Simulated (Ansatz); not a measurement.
Reaction (substitution at a C–C bond): `B/C(C)=C/C` + `SS` → `CSS` + `B/C=C/C`

Computed with Ansatz on PBE0-D4/def2-TZVP structures; ΔE is electronic, products minus reactants. CBS: MP2 limit from def2 TZ/QZ plus the TZ coupled-cluster correction, frozen cores. This one scheme is used for every species. Double bonds are as drawn, so ΔE can hold a change between cis and trans. Functionals use def2-TZVPP. One conformer a species, not always the lowest.

```tsv
level	ΔE (eV)
r2SCAN-D4	-0.07
MP2/def2-TZVPP	-0.03
```

What does CCSD(T)/CBS give? (Estimate.)

Ansatz gave: -0.04 eV. The listed levels differ from it by -0.03, 0.01 eV.

Largest T1 diagnostic among the species: 0.011.

In def2-TZVPP, CCSD(T) changes the Hartree–Fock value by +0.10 eV (the triples alone add +0.00 eV) and MP2 by +0.09 eV.
